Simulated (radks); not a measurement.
The numbers below are computed, except where a source is named.
Code: a radial shooting solver on a logarithmic mesh with Libxc functionals. Model: non-relativistic Kohn-Sham, exchange-only LDA, spin-polarised, spherical densities, point nucleus; open shells are filled with parallel spins first (spin-orbit coupling, left out, can overturn this in heavy ions). Response by self-consistent Sternheimer equations with the Hartree and adiabatic exchange-only LDA kernel. For heavy and open-shell atoms this level of theory can miss by tens of per cent. Rank Nb, N+, I+, As2+, Cu3+, Fe+, Se3+, Kr (NIST ground configurations) by static dipole polarisability, largest first.

Answer. Nb 100.1, Fe+ 25.39, I+ 21.72, Kr 19.23, As2+ 10.48, Se3+ 6.696, N+ 4.091, Cu3+ 1.696 bohr^3.
